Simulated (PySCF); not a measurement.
In(F)(Br)(OH) (BrFHInO), SMILES [F][In]([Br])[OH]. Atoms are numbered in the order given.

```xyz
5

In     0.0034    -0.6553     0.0000
F      1.7394    -1.5696     0.0000
Br    -0.0394     1.8084     0.0000
O     -1.6321    -1.7911     0.0000
H     -1.3884    -2.7299     0.0000
```

Geometry: B3LYP-D3(BJ)/def2-SVP. The structure was generated by enumeration; whether it is a known compound was not checked. The def2 effective core potentials stand for the cores of In; spin–orbit coupling is left out. Other conformers were not sampled.

Calculation: TDDFT-PBE/def2-SVPD run with PySCF 2.14.0.

Vertical excitations. Isolated molecule, no solvent. State labels are in the subgroup Cs.

Computed UV-visible absorptions:
| state | symmetry | energy (eV) | λ (nm) | f | main pairs |
|---|---|---|---|---|---|
| S1 | A" | 3.88 | 319 | 0.000 | HOMO−1→LUMO 100 % |
| S2 | A' | 3.92 | 316 | 0.012 | HOMO→LUMO 98 % |
| S3 | A" | 4.19 | 296 | 0.014 | HOMO−2→LUMO 100 % |
| S4 | A' | 4.85 | 256 | 0.049 | HOMO−3→LUMO 79 % |
| S5 | A" | 5.19 | 239 | 0.015 | HOMO−5→LUMO 100 % |
| S6 | A' | 5.34 | 232 | 0.021 | HOMO−4→LUMO 69 %, HOMO−1→LUMO+1 12 % |
| S7 | A" | 5.51 | 225 | 0.000 | HOMO→LUMO+1 100 % |
| S8 | A' | 5.69 | 218 | 0.010 | HOMO−1→LUMO+1 43 %, HOMO−6→LUMO 26 %, HOMO−2→LUMO+1 24 % |
| S9 | A" | 6.26 | 198 | 0.000 | HOMO−3→LUMO+1 100 % |
| S10 | A' | 6.38 | 194 | 0.099 | HOMO−2→LUMO+1 58 %, HOMO−1→LUMO+1 17 %, HOMO−4→LUMO 9 % |
| T1 | A" | 3.56 | 348 | 0 | HOMO−1→LUMO 99 % |
| T2 | A' | 3.57 | 347 | 0 | HOMO→LUMO 99 % |
| T3 | A" | 3.83 | 324 | 0 | HOMO−2→LUMO 98 % |
| T4 | A' | 4.15 | 299 | 0 | HOMO−3→LUMO 97 % |
Triplets are in the Tamm–Dancoff approximation, which puts them higher than full response would, so one can lie above its singlet here.
